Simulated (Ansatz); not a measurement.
Basis-set extrapolation for `C1NC[SiH2]1` (PBE0-D4/def2-TZVP geometry, frozen core, Ansatz 0.2.0). Multiplicity 1, RHF reference.

|  | def2-TZVPP | def2-QZVPP |
| --- | --- | --- |
| HF | -423.207865 | -423.223364 |
| MP2 correlation | -0.676095 | -0.721472 |
| CCSD(T) correlation | -0.747511 | not run |

Energies in hartree. Use E(X) = E(∞) + A·exp(−7.88·√X) for Hartree–Fock and E(X) = E(∞) + B·X^(−2.97) for correlation, with X = 3 and 4, and add CCSD(T) minus MP2 of the smaller set to the MP2 limit.

Problem. What is the CCSD(T) energy at the basis-set limit?

Solution. HF limit: -423.223364 + (-0.015499) × 0.13774 = -423.22550. MP2 limit: -0.721472 + (-0.045377) × 0.74074 = -0.75508. Higher-order term: -0.747511 − (-0.676095) = -0.07142. Total: -424.05200 hartree, 60.6 kcal/mol below CCSD(T)/def2-TZVPP.
